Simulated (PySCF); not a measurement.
# C₆ coefficients of unlike pairs at UHF

Calculated with PySCF 2.14 from the dipole response of each species, C₆(A,B) = (3/π) ∫ α_A(iu) α_B(iu) du, in atomic units, from isotropic polarisabilities. For ions this is the dispersion term alone; charge-induced terms of lower order in 1/R come first.

| species | configuration | basis | relativity | α (bohr³) | C₆ (like pair) |
| --- | --- | --- | --- | --- | --- |
| Ca(2+) | [Ar] (1S) | aug-cc-pVTZ-X2C (7s6p4d2f) | spin-free X2C | 3.100 | 9.433 |
| Ge | [Ar] 3d10 4s2 4p2 (3P) | x2c-TZVPPall with one added diffuse shell each of s, p, d type (7s6p5d1f) | spin-free X2C | 41.79 | 368.9 |
| Be | [He] 2s2 (1S) | aug-cc-pVQZ (6s5p4d3f2g) | none | 45.61 | 282.5 |
| Ne+ | [He] 2s2 2p5 (2P) | def2-TZVPPD (6s4p3d1f) | none | 1.221 | 2.060 |

Task: Estimate C₆ for Ne+ with Be.

Result: The integral gives 14.00. The combination rule 2 C_A C_B / (C_A α_B/α_A + C_B α_A/α_B) gives 13.77 and the geometric mean 24.13.

No spin-orbit coupling is included.

The other pairs:

```tsv
pair	C₆
Be, Ca(2+)	34.36
Ne+, Ge	19.53
Be, Ge	313.9
Ne+, Ca(2+)	4.310
Ge, Ca(2+)	46.89
```
